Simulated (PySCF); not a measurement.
## Steps of a relaxation of [Bi3]3+

[Bi3]3+ (triplet). PySCF 2.14.0, UKS PBE0, Bi def2-SVP with ECP60; non-relativistic Hamiltonian with scalar-relativistic core potentials where named; density fitting; no spin-orbit coupling. Origin of the start: template. Columns: position (Å) and force (eV/Å). Energies are counted from the last step; some of the 5 steps are shown. Forces carry noise of the integration grid, about 0.01 to 0.03 eV/Å.

Run from Python with OMP_NUM_THREADS=2. Where DIIS fails, smearing, a level shift and second-order steps follow.
It took 18 s on 2 threads of Arm Neoverse V1 (shared host), from the converged density of the start.

```xyz
3
step 0  E = 0.258 eV
Bi    1.7310    0.0000    0.0000     0.94    0.00    0.00
Bi   -0.8655    1.4991    0.0000    -0.47    2.21    0.00
Bi   -0.8655   -1.4991    0.0000    -0.47   -2.21    0.00
```

```xyz
3
step 1  E = 0.062 eV
Bi    1.7839    0.0000    0.0000     0.00    0.00    0.00
Bi   -0.8919    1.5449    0.0000     0.00    1.34    0.00
Bi   -0.8919   -1.5449    0.0000     0.00   -1.34    0.00
```

```xyz
3
step 3  E = 0.000 eV
Bi    1.8382    0.0000    0.0000    -0.70    0.00    0.00
Bi   -0.9191    1.5919    0.0000     0.35    0.66    0.00
Bi   -0.9191   -1.5919    0.0000     0.35   -0.66    0.00
```

Question: Where does the relaxation end?

Answer: It converges at step 4 in D3h:
```xyz
3
step 4  E = 0
Bi    1.8404    0.0000    0.0000
Bi   -0.9202    1.5938    0.0000
Bi   -0.9202   -1.5938    0.0000
```

No frequency check is given that shows the relaxed geometry to be a minimum. Open shells may have lower solutions than the one found.
